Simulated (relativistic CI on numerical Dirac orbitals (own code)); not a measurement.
**Er61+: sensitivity of the levels to the model**

Base calculation: Dirac-Coulomb-Breit CI, separate exchange-only KLI orbitals for each configuration, model QED, unscaled Slater integrals.

Configuration list (outside the closed core 1s2): 2s²2p³, 2s2p⁴, 2p⁵, 2p⁴3s, 2p⁴3p, 2p⁴3d, 2s²2p²3s, 2s²2p²3p, 2s²2p²3d, 2s2p³3s, 2s2p³3p, 2s2p³3d, 2s²2p²4s, 2s²2p²4p, 2s²2p²4d, 2s²2p²4f, 2s2p³4s, 2s²2p3s², 2s2p³4p, 2s2p³4d, 2s²2p3s3p, 2s2p³4f, 2s²2p²5s, 2s²2p3s3d, 2s²2p²5p, 2s²2p3p², 2s²2p²5d, 2s²2p²5f, 2s²2p²5g, 2s²2p3p3d, 2s2p²3s², 2s²2p3d², 2s2p²3s3p, 2s2p²3s3d, 2s2p²3p², 2s2p²3p3d. Levels of other configurations are missing.

Variants: (1) only the first 3 configurations. Shifts of the energy above 2s²2p³ ²P°3/2, in eV, for the lowest level and the first level of each name with at least 55 % of one term (blank where a level changes its place among those of its configuration and J or its character, or is not in the variant):

| Level | Base | Δ(1) |
| --- | --- | --- |
| 2s²2p³ ²P°3/2 | 0.00 | 0.00 |
| 2s²2p³ ⁴S°3/2 | 936.59 | -0.01 |
| 2s²2p³ ²D°5/2 | 959.51 | +0.01 |
| 2s²2p³ ²P°1/2 | 1005.20 | -0.35 |
| 2s2p⁴ ⁴P5/2 | 1241.15 | -0.42 |
| 2s2p⁴ ²S1/2 | 1336.33 | -0.30 |
| 2s2p⁴ ⁴P3/2 | 2202.78 | -0.58 |
| 2s2p⁴ ²D5/2 | 2242.40 | -0.31 |
| 2s2p⁴ ²P1/2 | 2298.75 | -0.11 |
| 2p⁵ ²P°3/2 | 2644.90 | +0.37 |
| 2p⁵ ²P°1/2 | 3608.87 | +0.34 |
| 2s²2p²3s ⁴P3/2 | 8359.86 |  |
| 2s²2p²3s ²P1/2 | 8369.41 |  |
| 2s²2p²3s ²D5/2 | 8379.30 |  |
| 2s²2p²3s ²D3/2 | 8385.47 |  |
| 2s²2p²3p ⁴D°3/2 | 8457.29 |  |
| 2s²2p²3p ²F°7/2 | 8751.28 |  |
| 2s²2p²3p ²D°5/2 | 8777.57 |  |
| 2s²2p²3d ⁴D1/2 | 8834.14 |  |
| 2s²2p²3d ²G9/2 | 8917.54 |  |
| 2s²2p²3d ²F7/2 | 8941.86 |  |

At this charge energies of transitions that change n are usually good to better than 1 %, and those within a shell (Δn = 0) to a few per cent.

Ionisation energy from the two ground configurations alone: base 13853.1 eV. The NIST ASD value (theoretical) is 13855 eV.

LS names give the leading component of a level, which can be under half, so a name can repeat, a term be missing and a line seem to break the LS rules.
